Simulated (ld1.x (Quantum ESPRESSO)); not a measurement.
Logarithmic derivatives: dysprosium (Dy), PAW

ld1.x (Quantum ESPRESSO) 7.5 input, shortened:

```
&input
   title='Dy', zed=66., rel=2, dft='PBESOL', iswitch=3,
   config='[Xe] 4f9.5 5d0.5 6s2 6p0', rel_dist='average'
 /
 &inputp
   pseudotype=3, lpaw=.true., tm=.true., lloc=-1, rcloc=2.10,
   nlcc=.true., rcore=0.75,
   which_augfun='PSQ', rmatch_augfun_nc=.true.
 /
8
5S  1  0   2.00   0.00  1.75  2.15  0.0
6S  2  0   2.00   0.00  1.75  2.15  0.0
5P  2  1   6.00   0.00  2.10  2.80  0.0
6P  3  1   0.00   0.00  2.10  2.80  0.0
5D  3  2   0.50   0.00  3.15  3.85  0.0
5D  3  2   0.00   0.60  3.15  3.85  0.0
4F  4  3   9.50   0.00  1.15  1.35  0.0
4F  4  3   0.00   3.15  1.15  1.35  0.0
 &test
   configts(1)='4f9.5 5s2 5p6 5d0.5 6s2 6p0'
 /
```

Open shells are filled in proportion to 2j + 1 (rel_dist='average').

The phase is arctan(r·u′/u) with u = r·R(r), unwrapped; energies in Ry, scanned from -6 to 5 Ry. A pole is an energy at which the radial function vanishes at the test radius. The pseudo phase is shifted by a multiple of π to meet the all-electron one at the reference energy, and phase errors are pseudo minus all-electron; the curves can meet again beyond the range given. Levels narrower than the energy grid can be missing from the lists of poles.

| channel | radius (bohr) | reference energy (Ry) | poles, all-electron | poles, pseudo | unbroken range about the reference energy with phases within 0.05 rad | phase error 1 Ry above the reference energy (rad) |
| --- | --- | --- | --- | --- | --- | --- |
| s | 4.17 | -0.30 | 0.30, 3.61 | 0.30, 3.64 | the whole range | +0.000 |
| p3/2 | 4.17 | -0.09 | -1.87, 1.03, 4.61 | -2.00, -1.87, 0.95, 4.02 | -2.0 to 1.5 | -0.017 |
| d3/2 | 4.17 | -0.14 | 0.04, 2.28 | 0.13, 0.41, 0.90 | -0.2 to 0.0 | -5.128 |
| d5/2 | 4.17 | -0.12 | 0.07, 2.33 | 0.35, 0.96 | -0.2 to 0.0 | -1.974 |
| f5/2 | 4.17 | -0.48 | 1.70, 4.43 | 1.71, 4.44 | the whole range | +0.003 |
| f7/2 | 4.17 | -0.42 | -0.40, 1.71, 4.45 | -0.40, 1.71, 4.46 | the whole range | +0.004 |

The ghost test of this file was not conclusive.

Phases in the d5/2 channel:

```tsv
E (Ry)	all-electron	pseudo
-6.00	1.472	1.474
-5.74	1.470	1.472
-5.48	1.468	1.469
-5.22	1.465	1.467
-4.96	1.462	1.464
-4.70	1.460	1.462
-4.44	1.456	1.459
-4.18	1.453	1.456
-3.92	1.449	1.452
-3.66	1.444	1.448
-3.40	1.440	1.444
-3.14	1.434	1.439
-2.88	1.428	1.434
-2.62	1.421	1.428
-2.36	1.412	1.421
-2.10	1.402	1.413
-1.84	1.390	1.403
-1.58	1.375	1.391
-1.32	1.354	1.375
-1.06	1.326	1.353
-0.80	1.279	1.317
-0.54	1.184	1.240
-0.28	0.767	0.869
-0.02	-1.403	-1.362
0.24	-1.720	-1.500
0.50	-1.894	-1.936
0.76	-2.216	-2.857
1.02	-3.329	-4.770
1.28	-4.247	-4.885
1.54	-4.496	-4.953
1.80	-4.602	-5.025
2.06	-4.665	-5.120
2.32	-4.710	-5.270
2.58	-4.749	-5.544
2.84	-4.788	-6.070
3.10	-4.833	-6.746
3.36	-4.897	-7.178
3.62	-5.016	-7.398
3.88	-5.359	-7.521
4.14	-6.731	-7.598
4.40	-7.458	-7.650
4.66	-7.640	-7.687
4.92	-7.719	-7.716
```
